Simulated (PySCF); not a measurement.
H₂BClO (SMILES OBCl), singlet, at a GFN2-xTB geometry; LC-WPBE/def2-SVP, TDA (PySCF).

PySCF was given this input:
```python
from pyscf import gto, scf, dft, tdscf

mol = gto.M(
    atom='''
B    -0.727717   -0.300901    0.019578
H    -1.385759   -1.124098    0.525186
Cl    0.944526   -0.147153    0.450629
O    -1.285701    0.494780   -0.874105
H    -0.746993    1.171970   -1.290925
''',
    basis='def2-svp',
    charge=0,
    spin=0,
    verbose=4,
)

mf = dft.RKS(mol)
mf.xc = 'lc_wpbe'
mf.kernel()
td = mf.TDA()
td.nstates = 5
td.kernel()
td.analyze()
```

The log (banner, timings and long lists left out):

```
PySCF version 2.14.0

[INPUT] verbose = 4
[INPUT] num. atoms = 5
[INPUT] num. electrons = 32
[INPUT] charge = 0
[INPUT] spin (= nelec alpha-beta = 2S) = 0
[INPUT] symmetry False subgroup None
[INPUT] Mole.unit = angstrom
[INPUT] Symbol           X                Y                Z      unit          X                Y                Z       unit  Magmom
[INPUT]  1 B     -0.727717000000  -0.300901000000   0.019578000000 AA   -1.375185826190  -0.568620480608   0.036997058067 Bohr   0.0
[INPUT]  2 H     -1.385759000000  -1.124098000000   0.525186000000 AA   -2.618704984651  -2.124237357171   0.992457704456 Bohr   0.0
[INPUT]  3 Cl     0.944526000000  -0.147153000000   0.450629000000 AA    1.784895457531  -0.278078868408   0.851565393787 Bohr   0.0
[INPUT]  4 O     -1.285701000000   0.494780000000  -0.874105000000 AA   -2.429622768079   0.934998691912  -1.651819054113 Bohr   0.0
[INPUT]  5 H     -0.746993000000   1.171970000000  -1.290925000000 AA   -1.411612186967   2.214702326207  -2.439494697354 Bohr   0.0

nuclear repulsion = 85.8886155907082
number of shells = 26
number of NR pGTOs = 98
number of NR cGTOs = 56
basis = def2-svp
ecp = {}

******** <class 'pyscf.dft.rks.RKS'> ********
method = RKS
initial guess = minao
damping factor = 0
level_shift factor = 0
DIIS = <class 'pyscf.scf.diis.CDIIS'>
diis_start_cycle = 1
diis_space = 8
diis_damp = 0
SCF conv_tol = 1e-09
SCF conv_tol_grad = None
SCF max_cycles = 50
direct_scf = True
direct_scf_tol = 1e-13
XC library pyscf.dft.libxc version 7.1.2
    S. Lehtola, C. Steigemann, M. J. T. Oliveira, and M. A. L. Marques,  SoftwareX 7, 1–5 (2018)
XC functionals = lc_wpbe
    O. A. Vydrov and G. E. Scuseria,  J. Chem. Phys. 125, 234109 (2006)
radial grids:
    Treutler-Ahlrichs [JCP 102, 346 (1995); DOI:10.1063/1.469408] (M4) radial grids

becke partition: Becke, JCP 88, 2547 (1988); DOI:10.1063/1.454033
pruning grids: <function nwchem_prune>
grids dens level: 3
symmetrized grids: False
atomic radii adjust function: <function treutler_atomic_radii_adjust>
small_rho_cutoff = 0
Set gradient conv threshold to 3.16228e-05
Initial guess from minao.
tot grids = 66624
init E= -561.431124889857
  HOMO = -0.415146871759898  LUMO = 0.00275252039520968  gap/eV = 11.37162
cycle= 1 E= -561.075894748153  delta_E= 0.355  |g|= 0.601  |ddm|= 2.16
  HOMO = -0.384718189621306  LUMO = 0.0847589106737625  gap/eV = 12.77512
cycle= 2 E= -561.090396201112  delta_E= -0.0145  |g|= 0.596  |ddm|= 0.815
  HOMO = -0.427588612030972  LUMO = 0.0858114881461183  gap/eV = 13.97033
cycle= 3 E= -561.152842231018  delta_E= -0.0624  |g|= 0.0512  |ddm|= 0.397
  HOMO = -0.435330595061836  LUMO = 0.0937731769738863  gap/eV = 14.39765
cycle= 4 E= -561.153497800649  delta_E= -0.000656  |g|= 0.0174  |ddm|= 0.0657
  HOMO = -0.432947095152523  LUMO = 0.0924334398094371  gap/eV = 14.29633
cycle= 5 E= -561.153593758395  delta_E= -9.6e-05  |g|= 0.00357  |ddm|= 0.0239
  HOMO = -0.433029171093575  LUMO = 0.0929448183639345  gap/eV = 14.31248
cycle= 6 E= -561.153599053899  delta_E= -5.3e-06  |g|= 0.000797  |ddm|= 0.00669
  HOMO = -0.433070062920303  LUMO = 0.092756456726637  gap/eV = 14.30847
cycle= 7 E= -561.153599414547  delta_E= -3.61e-07  |g|= 0.000155  |ddm|= 0.00194
  HOMO = -0.433047967929773  LUMO = 0.0927910049326099  gap/eV = 14.30881
cycle= 8 E= -561.153599430793  delta_E= -1.62e-08  |g|= 3.98e-05  |ddm|= 0.000428
  HOMO = -0.433055223802871  LUMO = 0.0927892753137374  gap/eV = 14.30896
cycle= 9 E= -561.153599431877  delta_E= -1.08e-09  |g|= 1.07e-05  |ddm|= 0.000104
  HOMO = -0.433052810302268  LUMO = 0.0927896618825348  gap/eV = 14.30890
cycle= 10 E= -561.153599431954  delta_E= -7.78e-11  |g|= 2.17e-06  |ddm|= 2.62e-05
  HOMO = -0.433053037064306  LUMO = 0.0927894919819385  gap/eV = 14.30890
Extra cycle  E= -561.153599431957  delta_E= -2.27e-12  |g|= 8.9e-07  |ddm|= 4.73e-06
converged SCF energy = -561.153599431957

******** <class 'pyscf.tdscf.rks.TDA'> for <class 'pyscf.dft.rks.RKS'> ********
nstates = 5 singlet
deg_eia_thresh = 1.000e-03
wfnsym = None
conv_tol = 1e-05
eigh lindep = 1e-12
eigh level_shift = 0
eigh max_cycle = 100

Excitation energies (eV)
[ 7.75687485  8.32800906  9.02619603 10.30843713 10.41050826]

** Singlet excitation energies and oscillator strengths **
Excited State   1:      7.75687 eV    159.84 nm  f=0.0090
      16 -> 17       -0.69699
Excited State   2:      8.32801 eV    148.88 nm  f=0.0067
      14 -> 17       -0.69718
Excited State   3:      9.02620 eV    137.36 nm  f=0.1200
      15 -> 17        0.67218
      16 -> 18       -0.11716
Excited State   4:     10.30844 eV    120.27 nm  f=0.0017
      13 -> 18       -0.34661
      15 -> 18        0.60553
Excited State   5:     10.41051 eV    119.10 nm  f=0.0235
      11 -> 18       -0.10883
      12 -> 18        0.16861
      14 -> 18        0.57605
      16 -> 18       -0.31767

** Transition electric dipole moments (AU) **
state          X           Y           Z        Dip. S.      Osc.
  1         0.0535     -0.1398     -0.1579      0.0473      0.0090
  2         0.0445     -0.1161     -0.1311      0.0326      0.0067
  3        -0.6572      0.1052     -0.3161      0.5429      0.1200
  4         0.0204     -0.0532     -0.0601      0.0069      0.0017
  5         0.2931      0.0274      0.0751      0.0923      0.0235

** Transition velocity dipole moments (imaginary part, AU) **
state          X           Y           Z        Dip. S.      Osc.
  1         0.0100     -0.0262     -0.0296      0.0017      0.0039
  2         0.0068     -0.0176     -0.0199      0.0008      0.0016
  3        -0.0544      0.0202     -0.0364      0.0047      0.0094
  4         0.0263     -0.0687     -0.0776      0.0114      0.0201
  5         0.1201     -0.0068      0.0468      0.0166      0.0290

** Transition magnetic dipole moments (imaginary part, AU) **
state          X           Y           Z
  1        -0.7154      0.2811     -0.4915
  2        -0.1409      0.8519     -0.8020
  3        -0.0615      0.1605      0.1813
  4         0.5394      0.4888     -0.2496
  5        -0.2669      0.6964      0.7867
```
